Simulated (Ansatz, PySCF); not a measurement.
B(F)(Me)(SMe) (C2H6BFS), SMILES CSB(F)C. Atoms are numbered in the order given.

```xyz
11

B      0.1189     0.6511     0.4881
F      1.0041     1.6228     0.7266
C     -1.1935     0.6151     1.3382
H     -1.8896    -0.1998     1.1045
H     -1.7244     1.5743     1.2158
H     -0.9250     0.5497     2.4062
S      0.6136    -0.4865    -0.8195
C     -0.7586    -1.6703    -0.9126
H     -0.8828    -2.2153     0.0324
H     -0.5012    -2.3894    -1.7011
H     -1.6991    -1.1733    -1.1845
```
Charge 0, spin multiplicity 1.

The structure is a stationary point at PBE0-D3(BJ)/def2-SVP. Other conformers were not sampled.

Two levels are set side by side: PBE-D3(BJ)/def2-SVP (Ansatz, a program for electronic structure) and PBE0-D3(BJ)/def2-SVP (Ansatz). Each level has its own optimised geometry; the coordinates shown are those of the second. Frequencies come from the Hessian of PySCF at each geometry. Differences are taken from unrounded values.

```json
[
 {"quantity": "mean bond length (Å)", "PBE0-D3(BJ)": "1.311", "PBE-D3(BJ)": "1.321", "PBE-D3(BJ) minus PBE0-D3(BJ)": "0.009"},
 {"quantity": "bond B1–F2 (Å)", "PBE0-D3(BJ)": "1.336", "PBE-D3(BJ)": "1.349", "PBE-D3(BJ) minus PBE0-D3(BJ)": "0.013"},
 {"quantity": "bond B1–C3 (Å)", "PBE0-D3(BJ)": "1.564", "PBE-D3(BJ)": "1.571", "PBE-D3(BJ) minus PBE0-D3(BJ)": "0.006"},
 {"quantity": "bond B1–S7 (Å)", "PBE0-D3(BJ)": "1.802", "PBE-D3(BJ)": "1.813", "PBE-D3(BJ) minus PBE0-D3(BJ)": "0.010"},
 {"quantity": "bond S7–C8 (Å)", "PBE0-D3(BJ)": "1.815", "PBE-D3(BJ)": "1.831", "PBE-D3(BJ) minus PBE0-D3(BJ)": "0.016"},
 {"quantity": "bond C3–H4 (Å)", "PBE0-D3(BJ)": "1.097", "PBE-D3(BJ)": "1.105", "PBE-D3(BJ) minus PBE0-D3(BJ)": "0.008"},
 {"quantity": "bond C3–H5 (Å)", "PBE0-D3(BJ)": "1.103", "PBE-D3(BJ)": "1.112", "PBE-D3(BJ) minus PBE0-D3(BJ)": "0.008"},
 {"quantity": "bond C3–H6 (Å)", "PBE0-D3(BJ)": "1.103", "PBE-D3(BJ)": "1.112", "PBE-D3(BJ) minus PBE0-D3(BJ)": "0.008"},
 {"quantity": "bond C8–H9 (Å)", "PBE0-D3(BJ)": "1.098", "PBE-D3(BJ)": "1.106", "PBE-D3(BJ) minus PBE0-D3(BJ)": "0.008"},
 {"quantity": "bond C8–H10 (Å)", "PBE0-D3(BJ)": "1.098", "PBE-D3(BJ)": "1.106", "PBE-D3(BJ) minus PBE0-D3(BJ)": "0.008"},
 {"quantity": "bond C8–H11 (Å)", "PBE0-D3(BJ)": "1.098", "PBE-D3(BJ)": "1.106", "PBE-D3(BJ) minus PBE0-D3(BJ)": "0.008"},
 {"quantity": "highest harmonic wavenumber (cm⁻¹)", "PBE0-D3(BJ)": "3195", "PBE-D3(BJ)": "3104", "PBE-D3(BJ) minus PBE0-D3(BJ)": "-91"},
 {"quantity": "mean harmonic wavenumber (cm⁻¹)", "PBE0-D3(BJ)": "1347", "PBE-D3(BJ)": "1304", "PBE-D3(BJ) minus PBE0-D3(BJ)": "-42"},
 {"quantity": "zero-point energy (kcal/mol)", "PBE0-D3(BJ)": "51.98", "PBE-D3(BJ)": "50.34", "PBE-D3(BJ) minus PBE0-D3(BJ)": "-1.64"}
]
```

Exact exchange shortens and stiffens bonds; PBE has none. Differences between two approximate levels are no errors against the true value.
